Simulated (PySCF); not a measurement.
An excited-state job on Cl2H4O3Si2Sn.

Method: TDDFT CAM-B3LYP/def2-SVPD, vertical, gas phase, core orbitals frozen in the response, def2 core potentials past Kr (PySCF 2.14.0, density-fitted response routines). Geometry: PBE0-D3(BJ)/def2-SVP. The command runs a driver script over a list of jobs; the input below is this job's line of settings and its coordinates in Å.

Command:
```bash
OMP_NUM_THREADS=1 python probes_run.py task.json out
```

Input:
```
{"job": {"kind": "uv", "xc": "CAM-B3LYP", "basis": "def2-SVPD", "ip": true, "nstates": 10}, "charge": 0, "multiplicity": 1}
Sn    -1.489102    -0.499824    -0.932652
Cl    -3.041573     1.048408    -1.653017
Cl    -2.135760    -2.618070    -1.576387
O     -1.300003    -0.410937     1.011078
Si     0.030573     0.123836     1.862924
O      1.244397     0.456446     0.782629
Si     1.630898     0.381817    -0.829593
O      0.267003    -0.069474    -1.675307
H     -0.318202     1.370156     2.593017
H      0.470759    -0.952249     2.788064
H      2.065729     1.727019    -1.285817
H      2.690741    -0.639889    -1.033949
```

What does the run print?

```
coarse grid: 58912 points
cycle   1  E = -1938.5280149875  dE = -2.011e+01  |g| = 3.053e+00  |ddm| = 1.713e+01
cycle   2  E = -1875.3930325152  dE =  6.313e+01  |g| = 1.443e+01  |ddm| = 1.431e+02
cycle   3  E = -1940.9395704922  dE = -6.555e+01  |g| = 1.399e+00  |ddm| = 1.428e+02
cycle   4  E = -1941.2745966936  dE = -3.350e-01  |g| = 7.979e-01  |ddm| = 2.297e+00
cycle   5  E = -1941.3867185053  dE = -1.121e-01  |g| = 1.654e-01  |ddm| = 1.445e+00
cycle   6  E = -1941.3923568599  dE = -5.638e-03  |g| = 6.510e-02  |ddm| = 4.841e-01
cycle   7  E = -1941.3934564938  dE = -1.100e-03  |g| = 2.261e-02  |ddm| = 1.619e-01
cycle   8  E = -1941.3935451172  dE = -8.862e-05  |g| = 6.254e-03  |ddm| = 3.223e-02
cycle   9  E = -1941.3935535325  dE = -8.415e-06  |g| = 1.560e-03  |ddm| = 1.304e-02
final grid: 116504 points
cycle  10  E = -1941.3934340017  dE = -3.036e-07  |g| = 1.525e-03  |ddm| = 7.669e-03
cycle  11  E = -1941.3934337404  dE =  2.613e-07  |g| = 1.973e-03  |ddm| = 5.270e-03
cycle  12  E = -1941.3934345125  dE = -7.721e-07  |g| = 2.650e-04  |ddm| = 2.571e-03
cycle  13  E = -1941.3934345264  dE = -1.395e-08  |g| = 3.767e-05  |ddm| = 4.310e-04
cycle  14  E = -1941.3934345269  dE = -4.320e-10  |g| = 1.645e-05  |ddm| = 1.139e-04
converged SCF energy = -1941.3934345269

Static polarisability (au): isotropic 115.985, principal 105.945 116.741 125.268

Singlet excitations
state   eV       nm        f      main configurations
  1   5.3958    229.8   0.00687   H->L 0.56, H-2->L 0.36
  2   5.4255    228.5   0.00011   H-1->L 0.78, H-3->L 0.08
  3   5.7195    216.8   0.05961   H-2->L 0.59, H->L 0.32
  4   5.7977    213.9   0.00013   H-4->L 0.42, H-3->L 0.37, H-1->L 0.11
  5   5.8785    210.9   0.03596   H-3->L 0.39, H-4->L 0.33, H-8->L 0.22
  6   5.9308    209.1   0.03719   H-6->L 0.73, H-5->L 0.21
  7   6.2518    198.3   0.03859   H-8->L 0.66, H-4->L 0.13, H-3->L 0.09
  8   6.3457    195.4   0.02675   H-5->L 0.70, H-6->L 0.21
  9   6.5276    189.9   0.06857   H-7->L 0.79, H->L 0.08
 10   7.6248    162.6   0.02055   H->L+1 0.69, H->L+5 0.16

Triplet excitations (Tamm-Dancoff, eV): 5.0490 5.0733 5.1687 5.3527
Vertical ionisation energy (delta-SCF) = 10.8656 eV
Vertical electron affinity (delta-SCF) = 1.4013 eV
```

The SCF starts on a coarse grid where the log names one; the energy can jump when the final grid takes over, and dE then counts from the start density on the new grid. H and L stand for HOMO and LUMO; the number after each pair is its weight.

How does the lowest singlet excitation compare with the HOMO–LUMO gap?

HOMO -10.11 eV and LUMO -2.03 eV give a gap of 8.08 eV; S1 at 5.40 eV lies 2.68 eV below it.

Which computed singlet has the largest oscillator strength, and what do all of them sum to?

State 9 at 6.53 eV (190 nm), f = 0.069; the 10 states sum to 0.294.

In short: HOMO -10.11 eV, LUMO -2.03 eV; lowest singlet 5.40 eV; lowest triplet 5.05 eV (Tamm–Dancoff); mean polarisability 116.0 au.

Atoms past krypton carry effective core potentials; spin–orbit coupling is left out.

Estimate the wall time. Hardware: one thread of an Arm Neoverse V1, no GPU, shared host with 32 logical CPUs at a one-minute load of 8.9. And the peak memory of the process?

About 6.5 min (density and orbital grids were written too), with 1.6 GiB resident at the peak, the Python interpreter and its libraries included.

One conformer stands for the species.
Labels such as C1 count atoms from 1, the log's own numbers from 0.
